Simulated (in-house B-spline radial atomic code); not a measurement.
Ionisation energies along the 17-electron series, configuration [Ne] 3s2 3p5, as differences of self-consistent energies. Dirac energy differences include first-order Breit, QED and recoil terms. NIST's values go from ground level to ground level; the uncertainty of those that are theory runs from under 0.1 % in few-electron ions to several per cent in heavy many-electron ones. Computed with a B-spline radial code for spherical atoms: Dirac-Hartree-Fock, average of the configuration, finite nuclei.

| ion | configuration after | ionisation energy (eV) | IE/(q+1)² (eV) | Breit and QED recoil part (eV) | tabulated value (eV) | tabulated kind | computed minus tabulated (eV) |
| --- | --- | --- | --- | --- | --- | --- | --- |
| Cl | [Ne] 3s2 3p4 | 12.7 | 12.651 | -0.0012493 | 12.96763 | measured | -0.3 |
| Ar+ | [Ne] 3s2 3p4 | 27.4 | 6.85 | -0.0041235 | 27.62967 | measured | -0.2 |
| K2+ | [Ne] 3s2 3p4 | 45.6 | 5.0641 | -0.008359 | 45.8031 | semi-empirical | -0.2 |
| Ca3+ | [Ne] 3s2 3p4 | 67.1 | 4.1907 | -0.01408 | 67.2732 | semi-empirical | -0.2 |
| Sc4+ | [Ne] 3s2 3p4 | 91.7 | 3.6699 | -0.021403 | 91.95 | semi-empirical | -0.2 |
| Ti5+ | [Ne] 3s2 3p4 | 119.6 | 3.3229 | -0.030533 | 119.533 | semi-empirical | 0.1 |
| V6+ | [Ne] 3s2 3p4 | ? | ? | ? | ? | semi-empirical | ? |
| Cr7+ | [Ne] 3s2 3p4 | 184.8 | 2.8875 | -0.054848 | 184.76 | semi-empirical | 0.0 |
| Mn8+ | [Ne] 3s2 3p4 | 222.1 | 2.7416 | -0.070341 | 221.89 | semi-empirical | 0.2 |
| Fe9+ | [Ne] 3s2 3p4 | 262.4 | 2.6245 | -0.088324 | 262.1 | semi-empirical | 0.3 |
| Co10+ | [Ne] 3s2 3p4 | ? | ? | ? | ? | semi-empirical | ? |
| Ni11+ | [Ne] 3s2 3p4 | 352.5 | 2.448 | -0.13236 | 351.6 | semi-empirical | 0.9 |
| Cu12+ | [Ne] 3s2 3p4 | ? | ? | ? | ? | semi-empirical | ? |
| Zn13+ | [Ne] 3s2 3p4 | 455.0 | 2.3213 | -0.18821 | 453.4 | semi-empirical | 1.6 |

(1) Fill in the row of V6+.

(2) Fill in the row of Co10+.

(3) Fill in the row of Cu12+.

Where a p, d or f electron is removed, the computed value is a mean over both j, so it misses the tabulated one by a part of the spin-orbit splitting; averaging over terms and missing correlation add to the gap, relatively most at low charge.

Results:

(1) ionisation energy (eV): 150.6; IE/(q+1)² (eV): 3.0744; Breit and QED recoil part (eV): -0.041616; tabulated value (eV): 150.72; computed minus tabulated (eV): -0.1.

(2) ionisation energy (eV): 305.9; IE/(q+1)² (eV): 2.5283; Breit and QED recoil part (eV): -0.1089; tabulated value (eV): 305.32; computed minus tabulated (eV): 0.6.

(3) ionisation energy (eV): 402.2; IE/(q+1)² (eV): 2.3798; Breit and QED recoil part (eV): -0.15867; tabulated value (eV): 401; computed minus tabulated (eV): 1.2.
